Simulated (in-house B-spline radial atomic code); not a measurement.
Response of Cl5+ as one setting changes: the share of exact exchange in a PBE hybrid. A dash marks a strongly mixed or unbound state. Computed with an all-electron radial atomic-structure program (B-spline basis): linear response of the closed shell [Ne] 3s2 with the functional's adiabatic kernel; non-relativistic, point nucleus, no spin-orbit coupling, no double excitations, S, P, D and F terms only.

```json
{"share of exact exchange in a PBE hybrid": "0", "lowest 1P (eV)": "3s → 3p 18.253", "lowest 3P, Tamm-Dancoff (eV)": "3s → 3p 11.716", "minus highest occupied level (eV)": "89.14", "α (bohr³)": "2.873"}
{"share of exact exchange in a PBE hybrid": "0.1", "lowest 1P (eV)": "3s → 3p 18.202", "lowest 3P, Tamm-Dancoff (eV)": "3s → 3p 11.642", "minus highest occupied level (eV)": "89.82", "α (bohr³)": "2.896"}
{"share of exact exchange in a PBE hybrid": "0.2", "lowest 1P (eV)": "3s → 3p 18.150", "lowest 3P, Tamm-Dancoff (eV)": "3s → 3p 11.567", "minus highest occupied level (eV)": "90.50", "α (bohr³)": "2.919"}
{"share of exact exchange in a PBE hybrid": "0.3", "lowest 1P (eV)": "3s → 3p 18.098", "lowest 3P, Tamm-Dancoff (eV)": "3s → 3p 11.493", "minus highest occupied level (eV)": "91.18", "α (bohr³)": "2.943"}
{"share of exact exchange in a PBE hybrid": "0.4", "lowest 1P (eV)": "3s → 3p 18.045", "lowest 3P, Tamm-Dancoff (eV)": "3s → 3p 11.420", "minus highest occupied level (eV)": "91.86", "α (bohr³)": "2.968"}
{"share of exact exchange in a PBE hybrid": "0.5", "lowest 1P (eV)": "?", "lowest 3P, Tamm-Dancoff (eV)": "?", "minus highest occupied level (eV)": "?", "α (bohr³)": "?"}
{"share of exact exchange in a PBE hybrid": "0.6", "lowest 1P (eV)": "?", "lowest 3P, Tamm-Dancoff (eV)": "?", "minus highest occupied level (eV)": "?", "α (bohr³)": "?"}
{"share of exact exchange in a PBE hybrid": "0.7", "lowest 1P (eV)": "3s → 3p 17.884", "lowest 3P, Tamm-Dancoff (eV)": "3s → 3p 11.199", "minus highest occupied level (eV)": "93.88", "α (bohr³)": "3.043"}
{"share of exact exchange in a PBE hybrid": "0.8", "lowest 1P (eV)": "3s → 3p 17.829", "lowest 3P, Tamm-Dancoff (eV)": "3s → 3p 11.126", "minus highest occupied level (eV)": "94.56", "α (bohr³)": "3.069"}
{"share of exact exchange in a PBE hybrid": "0.9", "lowest 1P (eV)": "3s → 3p 17.773", "lowest 3P, Tamm-Dancoff (eV)": "3s → 3p 11.054", "minus highest occupied level (eV)": "95.23", "α (bohr³)": "3.096"}
{"share of exact exchange in a PBE hybrid": "1", "lowest 1P (eV)": "3s → 3p 17.717", "lowest 3P, Tamm-Dancoff (eV)": "3s → 3p 10.981", "minus highest occupied level (eV)": "95.90", "α (bohr³)": "3.123"}
```

Q: What belongs in the row for 0.5?

A: lowest 1P (eV): 3s → 3p 17.992; lowest 3P, Tamm-Dancoff (eV): 3s → 3p 11.346; minus highest occupied level (eV): 92.53; α (bohr³): 2.993.

Q: What belongs in the row for 0.6?

A: lowest 1P (eV): 3s → 3p 17.938; lowest 3P, Tamm-Dancoff (eV): 3s → 3p 11.273; minus highest occupied level (eV): 93.21; α (bohr³): 3.018.
